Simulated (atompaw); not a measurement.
# Reading a pseudo-wave (oxygen)

Columns: radius, all-electron u(r) and pseudo u(r) of the 2s shell (level -48.38 eV) of oxygen in the configuration [He] 2s2 2p2.5; LDA (PW92), scalar-relativistic, PAW (atompaw) scheme, atompaw 4.2.0.5.

```json
{"r (bohr)": "0.063", "all-electron": "-0.4025", "pseudo": "0.1244"}
{"r (bohr)": "0.127", "all-electron": "-0.4369", "pseudo": "0.2486"}
{"r (bohr)": "0.190", "all-electron": "-0.2955", "pseudo": "0.3666"}
{"r (bohr)": "0.254", "all-electron": "-0.0803", "pseudo": "0.4800"}
{"r (bohr)": "0.317", "all-electron": "0.1459", "pseudo": "0.5836"}
{"r (bohr)": "0.381", "all-electron": "0.3609", "pseudo": "0.6791"}
{"r (bohr)": "0.444", "all-electron": "0.5442", "pseudo": "0.7621"}
{"r (bohr)": "0.508", "all-electron": "0.6965", "pseudo": "0.8342"}
{"r (bohr)": "0.571", "all-electron": "0.8128", "pseudo": "0.8925"}
{"r (bohr)": "0.635", "all-electron": "0.8992", "pseudo": "0.9385"}
{"r (bohr)": "0.698", "all-electron": "0.9565", "pseudo": "0.9708"}
{"r (bohr)": "0.762", "all-electron": "0.9906", "pseudo": "0.9907"}
{"r (bohr)": "0.825", "all-electron": "1.0043", "pseudo": "0.9982"}
{"r (bohr)": "0.888", "all-electron": "1.0018", "pseudo": "0.9945"}
{"r (bohr)": "0.952", "all-electron": "0.9864", "pseudo": "0.9805"}
{"r (bohr)": "1.015", "all-electron": "0.9613", "pseudo": "0.9579"}
{"r (bohr)": "1.079", "all-electron": "0.9281", "pseudo": "0.9272"}
{"r (bohr)": "1.142", "all-electron": "0.8900", "pseudo": "0.8911"}
{"r (bohr)": "1.206", "all-electron": "0.8476", "pseudo": "0.8498"}
{"r (bohr)": "1.269", "all-electron": "0.8034", "pseudo": "0.8060"}
{"r (bohr)": "1.333", "all-electron": "0.7574", "pseudo": "0.7596"}
{"r (bohr)": "1.396", "all-electron": "0.7117", "pseudo": "0.7133"}
{"r (bohr)": "1.460", "all-electron": "0.6657", "pseudo": "0.6666"}
{"r (bohr)": "1.523", "all-electron": "0.6213", "pseudo": "0.6217"}
{"r (bohr)": "1.587", "all-electron": "0.5776", "pseudo": "0.5777"}
{"r (bohr)": "1.650", "all-electron": "0.5362", "pseudo": "0.5362"}
```

Q: How many radial nodes do the two functions have?

A: The all-electron 2s function has n − l − 1 = 1; the pseudo-wave has 0, since the states of the same l below it are removed with the core.

Q: Is the pseudo-wave norm-conserving?

A: No, it belongs to a PAW set: the norm inside the radius is not constrained, and the difference is carried by the augmentation charge.
